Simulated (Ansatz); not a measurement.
Reaction (ligand exchange at the Si–N bond): `CN([SiH3])C=O` + `CC(C)NC(C)C` → `CC(C)N([SiH3])C(C)C` + `CNC=O`

Calculated with Ansatz (gas phase, PBE0-D4/def2-TZVP geometries, no zero-point term in ΔE). CCSD(T)/CBS is the MP2 limit (def2-TZVPP, def2-QZVPP) plus CCSD(T) − MP2 in def2-TZVPP, frozen cores. DFT in def2-TZVPP. Each species was taken in one conformer, which may not be the lowest.

`CN([SiH3])C=O`:

```xyz
12

C    -1.122    0.246   -0.878
N     0.010   -0.213   -0.084
Si    0.758    0.884    1.050
C     0.440   -1.499   -0.266
O    -0.039   -2.296   -1.034
H    -1.450   -0.574   -1.515
H    -1.950    0.551   -0.233
H    -0.837    1.095   -1.505
H    -0.246    1.331    2.049
H     1.270    2.077    0.329
H     1.865    0.148    1.706
H     1.300   -1.749    0.381
```

`CC(C)NC(C)C`:

Z-matrix (Å, degrees):
```
C
C 1 1.518
H 1 1.096 2 110.5
H 1 1.091 2 110.5 3 119.6
H 1 1.092 2 111.2 3 -119.4
N 2 1.455 1 108.1 3 -64.8
C 2 1.526 1 110.9 3 61.8
H 2 1.096 1 107.7 3 179.9
C 6 1.454 2 118.0 1 -179.6
H 6 1.014 2 108.9 1 55.2
H 7 1.095 2 110.5 1 -62.3
H 7 1.092 2 112.0 1 177.3
H 7 1.093 2 110.8 1 57.2
C 9 1.519 6 110.7 2 64.5
C 9 1.518 6 108.2 2 -174.0
H 9 1.104 6 112.0 2 -55.7
H 14 1.092 9 112.1 6 -64.5
H 14 1.093 9 110.1 6 55.9
H 14 1.092 9 110.3 6 175.8
H 15 1.092 9 110.9 6 179.0
H 15 1.094 9 111.1 6 59.2
H 15 1.093 9 110.2 6 -60.5
```

`CC(C)N([SiH3])C(C)C`:

Z-matrix (Å, degrees):
```
C
C 1 1.523
H 1 1.093 2 110.7
H 1 1.093 2 111.0 3 -119.8
H 1 1.091 2 110.6 3 119.6
N 2 1.462 1 111.7 3 -63.4
C 2 1.524 1 111.3 3 62.9
H 2 1.095 1 107.4 3 179.7
Si 6 1.717 2 122.6 1 77.3
C 6 1.460 2 117.4 1 -115.8
H 7 1.095 2 111.0 1 -62.2
H 7 1.092 2 111.0 1 177.7
H 7 1.093 2 111.0 1 57.0
H 9 1.496 6 115.4 2 86.7
H 9 1.488 6 108.0 2 -153.9
H 9 1.487 6 109.9 2 -33.9
C 10 1.524 6 112.1 2 63.0
C 10 1.526 6 112.9 2 -63.9
H 10 1.097 6 105.9 2 179.2
H 17 1.093 10 110.6 6 175.7
H 17 1.091 10 110.6 6 55.5
H 17 1.093 10 111.5 6 -64.9
H 18 1.092 10 110.8 6 -55.7
H 18 1.093 10 111.4 6 64.6
H 18 1.093 10 110.7 6 -175.9
```

`CNC=O`:

Z-matrix (Å, degrees):
```
C
N 1 1.441
H 1 1.093 2 111.3
H 1 1.093 2 111.3 3 121.7
H 1 1.089 2 107.5 3 -119.2
C 2 1.351 1 122.9 3 120.1
H 2 1.005 1 119.4 3 -60.1
O 6 1.209 2 125.5 1 -0.1
H 6 1.106 2 112.0 1 180.0
```

```
        level  ΔE (kcal/mol)
  LDA (SPW92)            1.3
HF/def2-QZVPP            4.1
```

(1) What does CCSD(T)/CBS give? (Estimate.)

Largest T1 diagnostic among the species: 0.015.

Answers

(1) Computed: +2.3 kcal/mol. The listed levels differ from it by -1.0, 1.8 kcal/mol.

In def2-TZVPP, CCSD(T) changes the Hartree–Fock value by −1.8 kcal/mol (the triples alone add −0.2 kcal/mol) and MP2 by −2.1 kcal/mol. Leaving LDA and LC-ωPBE aside and taking each functional with its dispersion term where it has one, the values, not all of them listed here, spread over 2.7 kcal/mol, from revPBE-D4 to B2PLYP. LDA lies −1.6 kcal/mol from PBE without D4.

CCSD(T)/CBS has its own doubt, a few kJ/mol and more with outer-core shells, so smaller differences from it don't rank the levels.
